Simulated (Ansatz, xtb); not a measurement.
# Two isomers of C4H8OSSe

Structure X: `C[Se]CC(=O)CS`, a singlet. Structure Y: `C[Se]COC(C)=S`, a singlet. Both are isolated molecules in the gas phase, relaxed with B3LYP-D3(BJ)/def2-SVP, each in the lowest conformer that the search found.

X (Å):

```xyz
15

C    -1.8491   -1.0744   -1.7349
C     0.2425    0.2225    0.0016
C     0.2071   -0.9160    0.9937
C     0.4664   -2.3198    0.4448
O    -0.0093   -0.7399    2.1710
S    -0.7526   -3.5441    1.0487
Se   -1.5739    0.5757   -0.7098
H    -2.7852   -0.9246   -2.2909
H    -1.0302   -1.2283   -2.4519
H    -1.9586   -1.9392   -1.0665
H     0.9266    0.0412   -0.8397
H     0.5115    1.1515    0.5222
H     1.4847   -2.6077    0.7588
H     0.4373   -2.3437   -0.6517
H    -0.8147   -3.0015    2.2883
```

Y (Å):

```xyz
15

C    -3.4612   -0.8672   -1.8830
C    -2.3546    0.5903    0.3699
C    -0.1398   -0.0966    0.9367
C     0.7115   -1.3278    1.0626
O    -1.3786   -0.4355    0.5653
S     0.3700    1.4392    1.2134
Se   -4.0515   -0.2129   -0.1301
H    -2.6066   -1.5430   -1.7506
H    -4.3028   -1.4187   -2.3233
H    -3.1910   -0.0261   -2.5362
H    -2.0032    1.2860   -0.4062
H    -2.5016    1.1588    1.3002
H     0.2470   -2.0266    1.7777
H     0.7572   -1.8459    0.0900
H     1.7227   -1.0680    1.3930
```

Task: Which of the two would you expect CCSD(T)/def2-SVP + ΔMP2/def2-TZVPP electronic energies to favour?

Result: Structure X; the calculation gives E(Y) − E(X) = +0.191 eV.

Level by level:

```json
{"level": "B3LYP-D3(BJ)/def2-SVP", "geometry": "B3LYP-D3(BJ)/def2-SVP", "E(Y) − E(X) (eV)": "+0.167", "departure from the last row (eV)": "−0.024", "job, with rough time for the two": "optimisation, 3.6 min"}
{"level": "HF/def2-SVP", "geometry": "B3LYP-D3(BJ)/def2-SVP", "E(Y) − E(X) (eV)": "+0.207", "departure from the last row (eV)": "+0.016", "job, with rough time for the two": "part of the CCSD(T) run"}
{"level": "MP2/def2-SVP", "geometry": "B3LYP-D3(BJ)/def2-SVP", "E(Y) − E(X) (eV)": "+0.224", "departure from the last row (eV)": "+0.033", "job, with rough time for the two": "part of the CCSD(T) run"}
{"level": "CCSD(T)/def2-SVP", "geometry": "B3LYP-D3(BJ)/def2-SVP", "E(Y) − E(X) (eV)": "+0.234", "departure from the last row (eV)": "+0.043", "job, with rough time for the two": "single point"}
{"level": "CCSD(T)/def2-SVP + ΔMP2/def2-TZVPP", "geometry": "B3LYP-D3(BJ)/def2-SVP", "E(Y) − E(X) (eV)": "+0.191", "departure from the last row (eV)": "", "job, with rough time for the two": "single point, 2.6 min"}
```

As drawn, Y has 2 C–O, 1 C=S, 1 C–H in place of 1 C–C, 1 C=O, 1 C–S, 1 S–H.

The levels shown agree on the order. The largest departure from CCSD(T)/def2-SVP + ΔMP2/def2-TZVPP is that of CCSD(T)/def2-SVP, 0.043 eV. A small imaginary or near-zero mode remains, so no thermal terms are given. Levels run at GFN2-xTB geometries aren't shown. The last row adds to CCSD(T) the change of the MP2 difference between the two basis sets, here −0.043 eV.

The correlated steps freeze 19 core orbitals; the filled d shell of Se is correlated, in a basis made for valence electrons. Codes used: Ansatz 0.2.0, xtb 6.7.1; the last row on 4 threads of Arm Neoverse V1 on a shared host.
